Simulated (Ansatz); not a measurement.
A calculation with Ansatz (development build ahead of 0.2.0).

```yaml
crystal:
  periodic: [false, false, false]
  atoms:
    - { symbol: Be, position_ang: [0.0, 0.0, 0.0] }
    - { symbol: F, position_ang: [0.0, 0.0, 1.42905] }
basis:
  gaussian: { orbitals: def2-SVP }
magnetization:
  initial_magnetization: 1
hamiltonian:
  xc: hf
correlation:
  method: ccsd_t
  frozen_orbitals: { Be: 0, F: 1 }
scf:
  omitted_lower_state_checks: [starts, atomic_configurations, cluster_reference, orbital_swaps, given_window_search, neighbouring_geometries, increment]
```

The input is written out in the form of the current development build from the run's settings. Correlation on restricted open-shell orbitals is semicanonical, with singles.

Output:

- Converged: yes
- Reference energy: -114.00653 hartree
- Correlation energy: -0.21207 hartree
- Total energy: -114.21860 hartree
- Stability test: minimum among restricted orbitals
